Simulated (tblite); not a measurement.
Record of a relaxation.

C₃H₉B₂ClSi.
Bonds: Cl1–B2, B2–B3, B3–Si4, Si4–C5, C5–C6, C6–C7, B2–C7. Hydrogens: H8 on B3; H9, H10 on Si4; H11, H12 on C5; H13, H14 on C6; H15, H16 on C7.

Computed with GFN2-xTB (tblite), gas phase: L-BFGS steps from a force-field or distance-geometry start until the largest atomic force falls under 0.01 eV/Å. 7 of its 76 geometries are shown.

Step 0: E = -536.6897 eV, largest atomic force 1.574 eV/Å
```
atom  x, y, z in Å  |  force x, y, z in eV/Å
Cl1     2.788    1.864   -1.217   -1.125  -0.963   0.534
B2      1.357    1.006   -0.426    1.299   0.182   0.030
B3      0.033    1.862    0.046   -0.079   0.929  -0.800
Si4    -1.567    0.830    0.371    0.099   0.596   0.259
C5     -0.995   -0.955    0.595   -0.326  -0.611  -0.224
C6      0.119   -1.310   -0.409    0.082  -0.486   0.516
C7      1.444   -0.567   -0.116    0.464   0.527  -0.160
H8     -0.043    3.030   -0.162    0.037  -0.237   0.418
H9     -2.263    1.288    1.585   -0.262  -0.147   0.031
H10    -2.449    0.907   -0.791   -0.324  -0.106  -0.125
H11    -0.640   -1.102    1.628   -0.113  -0.173  -0.409
H12    -1.869   -1.624    0.423    0.675   0.178   0.254
H13    -0.213   -1.109   -1.439    0.106  -0.012   0.338
H14     0.322   -2.402   -0.331   -0.103   0.513  -0.125
H15     2.248   -0.998   -0.734   -0.204  -0.194   0.379
H16     1.721   -0.713    0.966   -0.225   0.004  -0.916
```

Step 12: E = -537.0229 eV, largest atomic force 0.236 eV/Å
```
atom  x, y, z in Å  |  force x, y, z in eV/Å
Cl1     2.776    1.686   -1.212    0.055   0.044  -0.108
B2      1.390    1.027   -0.442   -0.066  -0.047   0.129
B3      0.024    1.940   -0.053    0.003  -0.013  -0.088
Si4    -1.572    0.873    0.350   -0.018   0.081  -0.058
C5     -0.980   -0.936    0.584   -0.068  -0.005  -0.011
C6      0.138   -1.293   -0.390   -0.037  -0.046   0.037
C7      1.453   -0.538   -0.125    0.019  -0.010  -0.018
H8      0.006    3.120   -0.043    0.033  -0.187   0.140
H9     -2.341    1.227    1.562    0.012  -0.007  -0.026
H10    -2.563    0.848   -0.751    0.014  -0.040   0.043
H11    -0.631   -1.113    1.605   -0.024   0.044  -0.036
H12    -1.809   -1.627    0.417    0.005   0.034   0.057
H13    -0.201   -1.096   -1.411    0.046   0.000   0.009
H14     0.343   -2.367   -0.320   -0.002   0.032  -0.022
H15     2.235   -1.032   -0.709    0.071   0.038   0.009
H16     1.723   -0.712    0.926   -0.043   0.081  -0.055
```

Step 25: E = -537.1167 eV, largest atomic force 0.574 eV/Å
```
atom  x, y, z in Å  |  force x, y, z in eV/Å
Cl1     2.691    1.679   -1.453   -0.134  -0.133  -0.083
B2      1.351    1.014   -0.574    0.204   0.057   0.051
B3      0.040    1.855   -0.049   -0.030  -0.445  -0.301
Si4    -1.641    0.891    0.199    0.015  -0.047   0.078
C5     -0.977   -0.883    0.551    0.009   0.042   0.024
C6      0.159   -1.276   -0.385   -0.034  -0.012  -0.079
C7      1.472   -0.517   -0.118   -0.055  -0.063   0.060
H8      0.154    2.868    0.488    0.076   0.455   0.342
H9     -2.304    1.294    1.463   -0.138  -0.021  -0.106
H10    -2.702    0.740   -0.818    0.096   0.065   0.043
H11    -0.634   -0.954    1.583    0.070   0.016   0.067
H12    -1.793   -1.598    0.462   -0.015  -0.049  -0.092
H13    -0.149   -1.103   -1.417   -0.049   0.025  -0.122
H14     0.352   -2.346   -0.299    0.044  -0.118   0.109
H15     2.297   -1.054   -0.595   -0.043   0.124  -0.150
H16     1.678   -0.601    0.951   -0.016   0.104   0.160
```

Step 38: E = -537.2517 eV, largest atomic force 0.184 eV/Å
```
atom  x, y, z in Å  |  force x, y, z in eV/Å
Cl1     2.416    1.502   -1.918   -0.095   0.064  -0.017
B2      1.322    1.067   -0.660   -0.122  -0.081   0.063
B3      0.125    1.791    0.146    0.024   0.083  -0.036
Si4    -1.633    0.924    0.169    0.135   0.020  -0.071
C5     -0.974   -0.846    0.539    0.074  -0.168  -0.010
C6      0.180   -1.259   -0.374    0.073  -0.086   0.063
C7      1.459   -0.445   -0.105    0.006   0.027   0.022
H8      0.312    2.493    1.069    0.093   0.021  -0.023
H9     -2.536    1.356    1.253   -0.034  -0.096   0.080
H10    -2.544    0.814   -0.980    0.060  -0.004  -0.131
H11    -0.615   -0.894    1.569   -0.045   0.026   0.040
H12    -1.766   -1.593    0.464   -0.057   0.108  -0.065
H13    -0.102   -1.183   -1.429   -0.034   0.064   0.118
H14     0.415   -2.312   -0.181   -0.037   0.010  -0.026
H15     2.320   -0.956   -0.551   -0.115   0.028   0.018
H16     1.615   -0.451    0.978    0.076  -0.015  -0.026
```

Step 50: E = -537.3146 eV, largest atomic force 0.077 eV/Å
```
atom  x, y, z in Å  |  force x, y, z in eV/Å
Cl1     2.102    1.474   -2.102   -0.012   0.009  -0.031
B2      1.265    1.079   -0.652   -0.017  -0.066   0.036
B3      0.182    1.817    0.275    0.009   0.027   0.010
Si4    -1.567    0.938    0.173    0.039  -0.042   0.044
C5     -0.981   -0.856    0.559   -0.032   0.034  -0.003
C6      0.190   -1.268   -0.322   -0.034  -0.019  -0.010
C7      1.458   -0.426   -0.092   -0.012  -0.027   0.003
H8      0.427    2.473    1.212   -0.016   0.050   0.032
H9     -2.626    1.243    1.155    0.010   0.028  -0.017
H10    -2.249    0.906   -1.134   -0.034  -0.033  -0.001
H11    -0.691   -0.940    1.609   -0.005   0.019  -0.029
H12    -1.802   -1.558    0.408   -0.006   0.023  -0.007
H13    -0.110   -1.202   -1.370    0.026   0.018  -0.045
H14     0.431   -2.318   -0.127    0.037  -0.014   0.029
H15     2.293   -0.929   -0.584    0.030   0.032   0.015
H16     1.668   -0.426    0.982    0.017  -0.038  -0.025
```

Step 62: E = -537.3222 eV, largest atomic force 0.035 eV/Å
```
atom  x, y, z in Å  |  force x, y, z in eV/Å
Cl1     2.018    1.470   -2.111   -0.006  -0.018   0.008
B2      1.262    1.066   -0.612   -0.031   0.017  -0.003
B3      0.191    1.842    0.305    0.010  -0.007   0.000
Si4    -1.550    0.943    0.178    0.009   0.011   0.002
C5     -0.979   -0.855    0.547    0.003  -0.017  -0.005
C6      0.196   -1.279   -0.326    0.008  -0.007   0.004
C7      1.468   -0.445   -0.086    0.003   0.001   0.000
H8      0.402    2.560    1.205   -0.012  -0.004  -0.004
H9     -2.615    1.266    1.148    0.016   0.000  -0.015
H10    -2.228    0.889   -1.131   -0.013   0.017   0.000
H11    -0.698   -0.951    1.598    0.003   0.001  -0.004
H12    -1.808   -1.543    0.383   -0.003  -0.007   0.004
H13    -0.090   -1.217   -1.379    0.007   0.017   0.011
H14     0.436   -2.327   -0.118   -0.013  -0.006  -0.001
H15     2.301   -0.934   -0.597    0.010   0.004  -0.003
H16     1.688   -0.477    0.984    0.008  -0.001   0.005
```

Step 75: E = -537.3229 eV, largest atomic force 0.007 eV/Å
```
atom  x, y, z in Å  |  force x, y, z in eV/Å
Cl1     1.988    1.452   -2.123   -0.001  -0.001  -0.003
B2      1.257    1.065   -0.607    0.001  -0.004  -0.002
B3      0.194    1.843    0.313   -0.004  -0.003   0.000
Si4    -1.545    0.944    0.174   -0.002  -0.003   0.001
C5     -0.979   -0.857    0.544    0.002   0.005   0.000
C6      0.200   -1.280   -0.324    0.000  -0.001  -0.001
C7      1.471   -0.445   -0.080    0.001  -0.001   0.000
H8      0.396    2.561    1.215    0.001   0.003  -0.001
H9     -2.611    1.271    1.140    0.000  -0.002   0.005
H10    -2.225    0.905   -1.135    0.002   0.001   0.001
H11    -0.701   -0.950    1.596    0.000  -0.003  -0.001
H12    -1.807   -1.547    0.380    0.004   0.004  -0.003
H13    -0.082   -1.213   -1.378    0.003   0.006  -0.002
H14     0.437   -2.329   -0.119   -0.004  -0.003   0.004
H15     2.304   -0.929   -0.596    0.003   0.000   0.003
H16     1.695   -0.481    0.989   -0.006   0.003   0.000
```

**Question.** Summarise the path.

**Answer.** The energy falls by 61.10 kJ/mol from step 0 to step 75; nine tenths of that is first reached at step 40. It falls at every step. The largest force goes from 1.574 to 0.007 eV/Å. Among the bonds Cl1–B2 changes most, from 1.847 to 1.727 Å; the atoms move by 0.552 Å rms after alignment.

**Question.** Follow the three bonds and two angles with the largest change from start to end.

**Answer.** 
```
step  E above end (kJ/mol)  largest force (eV/Å)  Cl1–B2 (Å)  B2–B3 (Å)  Si4–C5 (Å)  Cl1–B2–B3 (°)  B3–Si4–H10 (°)
   0                 61.10                 1.574       1.847      1.645       1.888          120.3           109.7
   3                 37.09                 0.498       1.713      1.680       1.916          120.3           109.4
   7                 31.68                 0.356       1.730      1.672       1.918          120.6           110.7
  10                 29.79                 0.246       1.722      1.697       1.922          122.1           112.3
  13                 28.58                 0.225       1.721      1.680       1.918          123.7           114.4
  16                 27.29                 0.171       1.735      1.672       1.921          124.6           117.1
  20                 24.86                 0.329       1.720      1.670       1.915          126.0           121.1
  23                 21.25                 0.314       1.722      1.639       1.917          126.2           124.3
  26                 18.86                 0.314       1.737      1.646       1.930          126.5           128.1
  29                 16.24                 0.225       1.719      1.637       1.925          127.2           127.7
  33                 12.42                 0.274       1.733      1.612       1.930          130.6           128.4
  36                  8.63                 0.300       1.733      1.619       1.923          134.6           126.8
  39                  6.13                 0.216       1.720      1.610       1.930          136.8           124.2
  42                  3.70                 0.335       1.727      1.605       1.945          135.9           120.4
  46                  1.69                 0.144       1.727      1.609       1.923          135.2           118.0
  49                  0.94                 0.119       1.721      1.604       1.926          135.5           117.7
  52                  0.65                 0.053       1.723      1.607       1.924          134.6           118.5
  55                  0.47                 0.088       1.725      1.606       1.919          134.2           118.9
  59                  0.15                 0.044       1.726      1.609       1.924          132.7           119.2
  62                  0.07                 0.035       1.727      1.609       1.922          132.3           118.8
  65                  0.04                 0.027       1.727      1.607       1.923          132.4           118.8
  68                  0.01                 0.016       1.727      1.607       1.923          132.5           118.8
  72                  0.01                 0.018       1.726      1.607       1.923          132.3           118.8
  75                  0.00                 0.007       1.727      1.607       1.923          132.4           118.9
```

What follows is the cost of the whole relaxation. Hardware: one thread, Arm Neoverse N1 (aarch64), on a shared host. Cost: 1.0 s of wall time.
